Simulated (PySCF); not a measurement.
PySCF input file for C2H7FOSi, SMILES C(O)[Si@@H](F)C, TDA-B3LYP/def2-SVPD. Geometry optimised at PBE0-D3(BJ)/def2-SVP. The structure was generated by enumeration; whether it is a known compound was not checked. The values are those of a single conformer.

```python
import numpy as np
from pyscf import gto, scf, dft, tdscf

mol = gto.M(
    atom='''
    C     1.79751578   -1.06751999   -0.43846281
    Si    0.49939074    0.23083713   -0.11419422
    F     0.62948047    0.69368729    1.44612723
    C    -1.22248998   -0.47812682   -0.39104037
    O    -2.17083140    0.55739784   -0.31979780
    H     1.80050591   -1.36604210   -1.49879738
    H     2.80014365   -0.68580045   -0.19232741
    H     1.61920587   -1.96731978    0.17091308
    H     0.70086385    1.44731580   -0.94944378
    H    -1.38840668   -1.27058004    0.36932084
    H    -1.22222606   -0.99508564   -1.37564432
    H    -3.05038493    0.17730496   -0.40504574
    ''',
    basis='def2-SVPD',
    charge=0,
    spin=0,
    max_memory=1600,
    verbose=4,
)
mf = dft.RKS(mol, xc='b3lyp').density_fit(auxbasis='def2-universal-jkfit')
mf.grids.level = 3
mf.conv_tol = 1e-9
mf.max_cycle = 100
mf.kernel()
mf.grids = dft.Grids(mol).set(level=1).build(with_non0tab=True)  # coarser grid for the response kernel
td = tdscf.TDA(mf)
td.singlet = True
td.nstates = 10
td.conv_tol = 1e-4
td.positive_eig_threshold = 1e-6
td.kernel(x0=td.get_init_guess(mf, 15))
td.analyze()
tt = tdscf.TDA(mf)
tt.singlet = False
tt.nstates = 4
tt.conv_tol = 1e-4
tt.positive_eig_threshold = 1e-6
tt.kernel(x0=tt.get_init_guess(mf, 9))
tt.analyze(verbose=3)
```

Log of the run:

```
PySCF version 2.14.0

[INPUT] verbose = 4
[INPUT] num. atoms = 12
[INPUT] num. electrons = 50
[INPUT] charge = 0
[INPUT] spin (= nelec alpha-beta = 2S) = 0
[INPUT] symmetry False subgroup None
[INPUT] Mole.unit = angstrom
[INPUT] Symbol           X                Y                Z      unit          X                Y                Z       unit  Magmom
[INPUT]  1 C      1.797515780000  -1.067519990000  -0.438462810000 AA    3.396812528784  -2.017320413598  -0.828574626707 Bohr   0.0
[INPUT]  2 Si     0.499390740000   0.230837130000  -0.114194220000 AA    0.943711727744   0.436218955081  -0.215795800808 Bohr   0.0
[INPUT]  3 F      0.629480470000   0.693687290000   1.446127230000 AA    1.189545689062   1.310878994192   2.732784405976 Bohr   0.0
[INPUT]  4 C     -1.222489980000  -0.478126820000  -0.391040370000 AA   -2.310171252225  -0.903528742609  -0.738959202949 Bohr   0.0
[INPUT]  5 O     -2.170831400000   0.557397840000  -0.319797800000 AA   -4.102276808606   1.053329260024  -0.604330257238 Bohr   0.0
[INPUT]  6 H      1.800505910000  -1.366042100000  -1.498797380000 AA    3.402463055561  -2.581445443626  -2.832316564416 Bohr   0.0
[INPUT]  7 H      2.800143650000  -0.685800450000  -0.192327410000 AA    5.291504607940  -1.295975026603  -0.363446131147 Bohr   0.0
[INPUT]  8 H      1.619205870000  -1.967319780000   0.170913080000 AA    3.059855633588  -3.717695583640   0.322978912306 Bohr   0.0
[INPUT]  9 H      0.700863850000   1.447315800000  -0.949443780000 AA    1.324440727108   2.735030477756  -1.794188714872 Bohr   0.0
[INPUT] 10 H     -1.388406680000  -1.270580040000   0.369320840000 AA   -2.623708374717  -2.401048294939   0.697915239694 Bohr   0.0
[INPUT] 11 H     -1.222226060000  -0.995085640000  -1.375644320000 AA   -2.309672515706  -1.880439330088  -2.599591009614 Bohr   0.0
[INPUT] 12 H     -3.050384930000   0.177304960000  -0.405045740000 AA   -5.764392092201   0.335057814927  -0.765425516522 Bohr   0.0

nuclear repulsion = 244.122582829581
number of shells = 72
number of NR pGTOs = 238
number of NR cGTOs = 166
basis = def2-SVPD
ecp = {}


******** <class 'pyscf.df.df_jk.DFRKS'> ********
method = DFRKS
initial guess = minao
damping factor = 0
level_shift factor = 0
DIIS = <class 'pyscf.scf.diis.CDIIS'>
diis_start_cycle = 1
diis_space = 8
diis_damp = 0
SCF conv_tol = 1e-09
SCF conv_tol_grad = None
SCF max_cycles = 100
direct_scf = False
XC library pyscf.dft.libxc version 7.1.2
    S. Lehtola, C. Steigemann, M. J. T. Oliveira, and M. A. L. Marques,  SoftwareX 7, 1–5 (2018)
XC functionals = b3lyp
    P. J. Stephens, F. J. Devlin, C. F. Chabalowski, and M. J. Frisch,  J. Phys. Chem. 98, 11623 (1994)
radial grids:
    Treutler-Ahlrichs [JCP 102, 346 (1995); DOI:10.1063/1.469408] (M4) radial grids

becke partition: Becke, JCP 88, 2547 (1988); DOI:10.1063/1.454033
pruning grids: <function nwchem_prune>
grids dens level: 3
symmetrized grids: False
atomic radii adjust function: <function treutler_atomic_radii_adjust>
small_rho_cutoff = 0
Set gradient conv threshold to 3.16228e-05
Initial guess from minao.
tot grids = 144416
******** <class 'pyscf.df.df.DF'> ********
auxbasis = def2-universal-jkfit
init E= -544.948566802191
  HOMO = -0.336327537538752  LUMO = -0.0361839999834439  gap/eV = 8.16732
cycle= 1 E= -544.675671415423  delta_E= 0.273  |g|= 0.815  |ddm|= 4.19
  HOMO = -0.164245196878389  LUMO = 0.00988225687563737  gap/eV = 4.73825
cycle= 2 E= -544.470256502477  delta_E= 0.205  |g|= 1.35  |ddm|=  1.7
  HOMO = -0.2991383149802  LUMO = -0.0039515620469297  gap/eV = 8.03244
cycle= 3 E= -544.802608818703  delta_E= -0.332  |g|= 0.112  |ddm|= 1.02
  HOMO = -0.295614760694737  LUMO = -0.00236272870066623  gap/eV = 7.97979
cycle= 4 E= -544.805025149014  delta_E= -0.00242  |g|= 0.0418  |ddm|= 0.153
  HOMO = -0.294668057397073  LUMO = -0.00153554420451396  gap/eV = 7.97654
cycle= 5 E= -544.805463461862  delta_E= -0.000438  |g|= 0.00581  |ddm|= 0.0447
  HOMO = -0.29529657189082  LUMO = -0.0018345598674836  gap/eV = 7.98551
cycle= 6 E= -544.805470587522  delta_E= -7.13e-06  |g|= 0.00201  |ddm|= 0.00863
  HOMO = -0.295200925844263  LUMO = -0.00183720966773304  gap/eV = 7.98283
cycle= 7 E= -544.805471274665  delta_E= -6.87e-07  |g|= 0.000541  |ddm|= 0.00202
  HOMO = -0.295259166917104  LUMO = -0.00184112519693747  gap/eV = 7.98431
cycle= 8 E= -544.805471323932  delta_E= -4.93e-08  |g|= 0.000146  |ddm|= 0.000623
  HOMO = -0.295246187771074  LUMO = -0.00183774474797049  gap/eV = 7.98405
cycle= 9 E= -544.805471328996  delta_E= -5.06e-09  |g|= 3.49e-05  |ddm|= 0.000215
  HOMO = -0.295250986372956  LUMO = -0.00183946816078118  gap/eV = 7.98413
cycle= 10 E= -544.805471329288  delta_E= -2.92e-10  |g|= 9.09e-06  |ddm|= 4.76e-05
  HOMO = -0.295248216246354  LUMO = -0.00183880086445543  gap/eV = 7.98408
Extra cycle  E= -544.805471329275  delta_E= 1.25e-11  |g|= 1.14e-05  |ddm|= 2.33e-05
converged SCF energy = -544.805471329275
tot grids = 44560
Overwritten attributes  positive_eig_threshold  of <class 'pyscf.tdscf.rks.TDA'>


******** <class 'pyscf.tdscf.rks.TDA'> for <class 'pyscf.df.df_jk.DFRKS'> ********
nstates = 10 singlet
deg_eia_thresh = 1.000e-03
wfnsym = None
conv_tol = 0.0001
eigh lindep = 1e-12
eigh level_shift = 0
eigh max_cycle = 100


Excitation energies (eV)
[6.72154993 7.23191102 7.52403587 7.72791725 7.81400436 7.94941295
 8.19501295 8.36145827 8.4841533  8.57602435]

** Singlet excitation energies and oscillator strengths **
Excited State   1:      6.72155 eV    184.46 nm  f=0.0015
      25 -> 26        0.70060
Excited State   2:      7.23191 eV    171.44 nm  f=0.0083
      24 -> 26        0.69779
Excited State   3:      7.52404 eV    164.78 nm  f=0.0133
      25 -> 27        0.68392
      25 -> 28        0.13327
Excited State   4:      7.72792 eV    160.44 nm  f=0.0158
      24 -> 27        0.67664
      24 -> 28        0.12284
      25 -> 28        0.13647
Excited State   5:      7.81400 eV    158.67 nm  f=0.0014
      24 -> 28       -0.26005
      25 -> 27       -0.13291
      25 -> 28        0.63368
Excited State   6:      7.94941 eV    155.97 nm  f=0.0108
      24 -> 27        0.16075
      24 -> 28       -0.63505
      25 -> 28       -0.23587
Excited State   7:      8.19501 eV    151.29 nm  f=0.0496
      23 -> 26       -0.67131
      23 -> 28        0.18631
Excited State   8:      8.36146 eV    148.28 nm  f=0.0543
      23 -> 27        0.69696
Excited State   9:      8.48415 eV    146.14 nm  f=0.0171
      23 -> 26       -0.18618
      23 -> 28       -0.67514
Excited State  10:      8.57602 eV    144.57 nm  f=0.0155
      25 -> 29        0.68117
      25 -> 30       -0.11819

** Transition electric dipole moments (AU) **
state          X           Y           Z        Dip. S.      Osc.
  1         0.0033     -0.0392      0.0854      0.0088      0.0015
  2        -0.0658      0.2059      0.0130      0.0469      0.0083
  3        -0.0219     -0.0257     -0.2660      0.0719      0.0133
  4         0.2739      0.0895     -0.0155      0.0833      0.0158
  5         0.0697     -0.0477      0.0076      0.0072      0.0014
  6        -0.1376     -0.1900     -0.0236      0.0556      0.0108
  7         0.4655     -0.1491     -0.0908      0.2472      0.0496
  8         0.3985     -0.2982     -0.1323      0.2652      0.0543
  9         0.2414      0.1441      0.0590      0.0825      0.0171
 10         0.1453     -0.1137      0.1994      0.0738      0.0155

** Transition velocity dipole moments (imaginary part, AU) **
state          X           Y           Z        Dip. S.      Osc.
  1        -0.0015     -0.0082      0.0447      0.0021      0.0056
  2        -0.0069      0.0233      0.0041      0.0006      0.0015
  3        -0.0131     -0.0081     -0.0739      0.0057      0.0137
  4         0.0908      0.0214     -0.0075      0.0088      0.0206
  5         0.0179     -0.0195     -0.0097      0.0008      0.0018
  6        -0.0139     -0.0272     -0.0202      0.0013      0.0031
  7         0.1061     -0.0360     -0.0270      0.0133      0.0294
  8         0.1188     -0.0886     -0.0352      0.0232      0.0503
  9         0.0650      0.0171      0.0287      0.0053      0.0114
 10         0.0395     -0.0285      0.0673      0.0069      0.0146

** Transition magnetic dipole moments (imaginary part, AU) **
state          X           Y           Z
  1        -0.3773     -0.7028     -0.0296
  2         0.0623     -0.0799     -0.5185
  3        -0.0927      0.4714      0.0007
  4        -0.1859      0.1234     -0.0880
  5         0.1697     -0.3392     -0.3079
  6         0.3484     -0.6305      0.2783
  7         0.5210      0.3630      0.2124
  8         0.0918      0.0465      0.3986
  9        -1.1350     -0.0057      0.3624
 10        -0.1003     -0.1896     -0.1303


******** <class 'pyscf.tdscf.rks.TDA'> for <class 'pyscf.df.df_jk.DFRKS'> ********
nstates = 4 triplet
deg_eia_thresh = 1.000e-03
wfnsym = None
conv_tol = 0.0001
eigh lindep = 1e-12
eigh level_shift = 0
eigh max_cycle = 100


Excitation energies (eV)
[6.39364389 6.92112932 7.36050538 7.52842383]

** Triplet excitation energies and oscillator strengths **
Excited State   1:      6.39364 eV    193.92 nm  f=0.0000
Excited State   2:      6.92113 eV    179.14 nm  f=0.0000
Excited State   3:      7.36051 eV    168.45 nm  f=0.0000
Excited State   4:      7.52842 eV    164.69 nm  f=0.0000
```

The run converged.

Cost: around 3 core-minutes (rough).
